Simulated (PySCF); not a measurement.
# Excited states of I³⁵⁺ (iodine, charge +35)

Ground state [Ar], ¹S. Calculation: PySCF 2.14, in an even-tempered Gaussian basis (20 s from 0.944 bohr⁻², ratio 2.5; 14 p from 1.23 bohr⁻², ratio 2.5; 6 d from 1.78 bohr⁻², ratio 2.7; 3 f from 52 bohr⁻², ratio 2.7); the spin-free X2C one-electron Hamiltonian (Gaussian nucleus). Vertical excitation energies in eV without spin-orbit coupling; excited terms of each kind are numbered among those the solver found. Frozen: [Ne].

```csv
term,leading excitation,EOM-EE-CCSD
1 3P°,3p → d,188.53
1 3F°,3p → d,195.21
1 1D°,3p → d,205.71
1 3D°,3p → d,206.06
1 1F°,3p → d,206.28
1 1P°,3p → d,246.31
1 3D,3s → d,356.92
1 1D,3s → d,363.07
```

The spin-orbit splitting of the hole, absent here, rivals or exceeds the spacing of these terms, so the LS terms are model states.

The solver can miss terms. The 29 highest virtual orbitals were dropped.
